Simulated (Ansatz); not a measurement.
ClF$_{2}$GeH, SMILES `[F][GeH]([F])[Cl]`, relaxed with RKS PBE0-D4/def2-TZVP in Ansatz 0.2.0 from a PBE-D4/def2-SVP geometry. The force threshold is 0.005 eV/Å; the program also tests the step.

Total charge 0; spin multiplicity 1.

Start:

```xyz
5

F    -0.900    1.131    0.946
Ge    0.044   -0.056    0.096
F    -1.085   -1.290   -0.380
Cl    0.819    0.858   -1.680
H     1.122   -0.643    1.018
```

Task: By how much does the energy fall, and how many steps does the optimiser take? (An estimate is asked.)

Result: Computed: 0.03 eV, in 5 steps.

Task: Which bonds change most? (An estimate is asked.)

Result: Ansatz gave: Ge2–Cl4 from 2.143 to 2.109 Å; Ge2–F3 from 1.739 to 1.713 Å; F1–Ge2 from 1.739 to 1.713 Å; Ge2–H5 from 1.536 to 1.520 Å.

Task: Give the relaxed structure. (An estimate is asked.)

Result: Computed: 
```xyz
5

F    -0.888    1.115    0.928
Ge    0.045   -0.056    0.095
F    -1.070   -1.267   -0.377
Cl    0.802    0.846   -1.655
H     1.111   -0.638    1.010
```
